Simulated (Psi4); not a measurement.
Calculation: SAPT0/jun-cc-pVDZ, frozen core in Psi4.

Psi4 input:

```
molecule {
0 1
Br 0.71241346 0.00000000 0.00000000
H -0.71241346 -0.00000000 -0.00000000
--
0 1
C -3.20037963 -0.00781406 0.04433008
H -4.28941496 -0.01104949 0.05944414
H -2.82746433 -0.88945394 0.56383149
H -2.85157437 -0.01971202 -0.98738177
H -2.83306084 0.88896008 0.54143302
units angstrom
symmetry c1
no_reorient
no_com
}
set basis jun-cc-pvdz
set scf_type df
set freeze_core true
energy('sapt0')
```

Part of the output:

```
    SAPT Results
  --------------------------------------------------------------------------------------------------------
    Electrostatics                 -1.60201381 [mEh]      -1.00527884 [kcal/mol]      -4.20608667 [kJ/mol]
      Elst10,r                     -1.60201381 [mEh]      -1.00527884 [kcal/mol]      -4.20608667 [kJ/mol]

    Exchange                        4.23610457 [mEh]       2.65819575 [kcal/mol]      11.12189101 [kJ/mol]
      Exch10                        4.23610457 [mEh]       2.65819575 [kcal/mol]      11.12189101 [kJ/mol]
      Exch10(S^2)                   4.21963151 [mEh]       2.64785875 [kcal/mol]      11.07864101 [kJ/mol]

    Induction                      -1.04885582 [mEh]      -0.65816696 [kcal/mol]      -2.75377057 [kJ/mol]
      Ind20,r                      -1.25129859 [mEh]      -0.78520172 [kcal/mol]      -3.28528400 [kJ/mol]
      Exch-Ind20,r                  0.74348505 [mEh]       0.46654391 [kcal/mol]       1.95201973 [kJ/mol]
      delta HF,r (2)               -0.54104228 [mEh]      -0.33950915 [kcal/mol]      -1.42050630 [kJ/mol]

    Dispersion                     -1.93043399 [mEh]      -1.21136562 [kcal/mol]      -5.06835375 [kJ/mol]
      Disp20                       -2.15211331 [mEh]      -1.35047149 [kcal/mol]      -5.65037273 [kJ/mol]
      Exch-Disp20                   0.22167932 [mEh]       0.13910587 [kcal/mol]       0.58201898 [kJ/mol]
      Disp20 (SS)                  -1.07605666 [mEh]      -0.67523575 [kcal/mol]      -2.82518636 [kJ/mol]
      Disp20 (OS)                  -1.07605666 [mEh]      -0.67523575 [kcal/mol]      -2.82518636 [kJ/mol]
      Exch-Disp20 (SS)              0.11476482 [mEh]       0.07201601 [kcal/mol]       0.30131500 [kJ/mol]
      Exch-Disp20 (OS)              0.10691450 [mEh]       0.06708986 [kcal/mol]       0.28070398 [kJ/mol]

  Total HF                          1.58523494 [mEh]       0.99474995 [kcal/mol]       4.16203377 [kJ/mol]
  Total SAPT0                      -0.34519905 [mEh]      -0.21661567 [kcal/mol]      -0.90631997 [kJ/mol]
```
